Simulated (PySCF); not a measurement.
Job file and geometry (Å, from GFN2-xTB) of an NMR shielding run on SMILES FC(F)[C@@H]1C[C@@H]1[SiH2][SiH3], C$_{4}$H$_{10}$F$_{2}$Si$_{2}$, PySCF, GIAO PBE0/pcSseg-1 NMR shielding, non-relativistic, gas phase; density fitting, a coarse starting grid and PySCF grid level 2 are the driver's defaults:

```
$ OMP_NUM_THREADS=1 python probes_run.py task.json out

{"job": {"kind": "nmr", "xc": "PBE0", "basis": "pcSseg-1"}, "charge": 0, "multiplicity": 1}
F     -2.899703     0.968109    -1.241085
C     -1.679358     0.832333    -0.662006
F     -0.783890     1.264040    -1.596587
C     -1.428287    -0.595242    -0.278614
C     -1.497819    -0.989572     1.164273
C     -0.173421    -0.970256     0.462539
Si     1.196104     0.274257     0.874148
Si     2.673988     0.431700    -0.896249
H     -1.631904     1.534346     0.182830
H     -1.807763    -1.285613    -1.023882
H     -1.704339    -0.211958     1.884658
H     -1.950152    -1.937860     1.413033
H      0.206710    -1.950460     0.192556
H      0.550881     1.532846     1.280217
H      1.786824    -0.252186     2.116055
H      2.069509     0.891538    -2.144034
H      3.774029     1.343898    -0.571596
H      3.289831    -0.873604    -1.167913
```

Question: Write the output of this run.

Answer: 
```
coarse grid: 15968 points
cycle   1  E = -936.2557925381  dE =  8.534e-01  |g| = 6.882e-01  |ddm| = 3.703e+00
cycle   2  E = -936.1902305054  dE =  6.556e-02  |g| = 9.661e-01  |ddm| = 9.768e-01
cycle   3  E = -936.3391597259  dE = -1.489e-01  |g| = 5.113e-02  |ddm| = 5.831e-01
cycle   4  E = -936.3394656716  dE = -3.059e-04  |g| = 3.163e-02  |ddm| = 6.593e-02
cycle   5  E = -936.3396947028  dE = -2.290e-04  |g| = 5.242e-03  |ddm| = 3.339e-02
cycle   6  E = -936.3397007023  dE = -6.000e-06  |g| = 1.206e-03  |ddm| = 6.163e-03
final grid: 145616 points
cycle   7  E = -936.3994856008  dE = -4.962e-05  |g| = 8.619e-03  |ddm| = 3.351e-02
cycle   8  E = -936.3994720449  dE =  1.356e-05  |g| = 1.195e-02  |ddm| = 1.732e-02
cycle   9  E = -936.3995025651  dE = -3.052e-05  |g| = 8.165e-04  |ddm| = 1.000e-02
cycle  10  E = -936.3995026690  dE = -1.039e-07  |g| = 2.428e-04  |ddm| = 8.455e-04
cycle  11  E = -936.3995026779  dE = -8.950e-09  |g| = 7.010e-05  |ddm| = 2.139e-04
cycle  12  E = -936.3995026790  dE = -1.044e-09  |g| = 1.834e-05  |ddm| = 7.421e-05
cycle  13  E = -936.3995026791  dE = -7.617e-11  |g| = 3.553e-06  |ddm| = 1.820e-05
converged SCF energy = -936.3995026791

GIAO shielding tensors (ppm)
atom      isotropic    diamagn.    paramagn.     s11        s22        s33       span
  0 F      301.881     468.736    -166.854    193.933    341.255    370.456    176.522
  1 C       59.904     240.966    -181.062     35.973     68.939     74.800     38.827
  2 F      292.369     476.821    -184.452    175.637    329.517    371.951    196.313
  3 C      165.012     253.407     -88.395    130.414    153.489    211.133     80.719
  4 C      173.973     255.432     -81.459    148.214    170.778    202.925     54.711
  5 C      187.912     254.341     -66.429    160.550    184.760    218.425     57.875
  6 Si     418.157     880.805    -462.648    384.714    405.372    464.384     79.670
  7 Si     467.064     880.091    -413.027    453.909    468.149    479.135     25.225
  8 H       26.172      29.651      -3.479     23.851     26.090     28.573      4.722
  9 H       30.132      31.459      -1.327     24.069     27.699     38.627     14.557
 10 H       31.251      32.220      -0.969     25.731     28.938     39.084     13.352
 11 H       30.552      30.964      -0.413     24.890     25.844     40.921     16.031
 12 H       31.656      32.764      -1.108     24.557     28.369     42.043     17.486
 13 H       28.162      30.451      -2.289     24.301     27.528     32.657      8.356
 14 H       27.445      29.192      -1.747     23.226     25.852     33.256     10.030
 15 H       28.006      29.357      -1.351     23.667     27.664     32.687      9.019
 16 H       28.307      28.318      -0.011     24.770     25.502     34.648      9.878
 17 H       28.188      29.022      -0.834     24.830     26.064     33.669      8.839
```

Question: Turn these shieldings into chemical shifts. Scale: ¹⁹F (170.95 ppm) vs CFCl3; ¹³C (186.93 ppm) and ²⁹Si (349.16 ppm) and ¹H (31.72 ppm) against TMS (reference shieldings calculated alike).

Answer: Averaging equivalent atoms: F 2: -121.4; F 0: -130.9; C 1: 127.0; C 3: 21.9; C 4: 13.0; C 5: -1.0; Si 6: -69.0; Si 7: -117.9; H 8: 5.55; H 14: 4.27; H 13: 3.56; H 15/16/17: 3.55; H 9: 1.59; H 11: 1.17; H 10: 0.47; H 12: 0.06 ppm. Unscaled 19F shifts against computed CFCl3 carry errors that often reach 10 to 50 ppm.

Size and cost of the density-fitted run: 200 basis functions, 19 s wall time on 1 thread of an AMD EPYC 9R45 96-Core, shared host; peak memory 0.9 GiB.
